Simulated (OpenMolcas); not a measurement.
# 5d along the 69-electron sequence

```
Program             : OpenMolcas 26.06
Method              : XMS-CASPT2, IPEA 0.25 Eh, imaginary shift 0.1 Eh
Basis               : ANO-RCC-VTZP
Scalar Hamiltonian  : DKH2, point nucleus
Spin-orbit coupling : RASSI with atomic mean-field integrals over the reference wave functions, term energies averaged over their components
```

Active space for each ion: 1 electron in 5 orbitals (5d); closed shells correlated by CASPT2: 5s 5p.

Computed levels in cm-1 above 2D 3/2:

| Level | Hf3+ | Ta4+ | W5+ | Re6+ | Os7+ |
| --- | --- | --- | --- | --- | --- |
| 2D 5/2 | 4910 | 6760 | 8930 | 11160 | 13950 |
| weight of 2D in the lowest level (%) | 100 | 100 | 100 | 100 | 100 |

Measured, with the error of the calculation in %. Measured levels: W5+ from the list in J. Phys. B 45, 035002 (2012).

| Level | W5+ |
| --- | --- |
| 2D 5/2 | 8709 (+2.5) |

The fine-structure level 2D 5/2 changes by a factor of 2.84 from Hf3+ to Os7+. Its fourth root runs 8.37, 9.07, 9.72, 10.28, 10.87, with steps per unit of Z of 0.70, 0.65, 0.56, 0.59; equal steps would mean a (Z - σ)^4 law with constant σ.

CASPT2 breaks the degeneracy within a term, and the mean is taken; among the terms shown or strongly mixed into the levels shown the widest spread is 44 cm-1 (5d 2D, Re6+). With one active electron, CASPT2 adds the correlation within the correlated inactive shells and between them and that electron, and leaves the splitting within a term as the reference gives it. Computed and measured levels are paired by configuration, term and J; levels that our copy of the source lacks, or whose pairing is in doubt (as where it misses far off the trend of its configuration), stay unpaired and out of the deviations. Only configurations of the active space appear.
